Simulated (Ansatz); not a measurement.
AlClH2 (SMILES [AlH2][Cl]) moved off its minimum; all values from Ansatz (an electronic-structure program), cores frozen in correlated methods.
(charge 0, multiplicity 1)
```xyz
4

Al     0.09201    -0.35822    -1.10988
H     -1.39135    -0.48266    -1.70720
H      1.55774    -0.63740    -1.67022
Cl    -0.00749     0.30254     0.96341
```

**Question.** Give the forces (eV/Å), the total energy and the dipole at CCSD(T)/aug-cc-pV(T+d)Z.

**Answer.** 
```
atom      Fx      Fy      Fz
----  ------  ------  ------
Al1   -0.293   0.256   0.973
H2     0.558  -0.042  -0.116
H3    -0.406   0.034  -0.045
Cl4    0.141  -0.248  -0.812
```
Energy -702.9924 hartree, dipole 2.09 D.
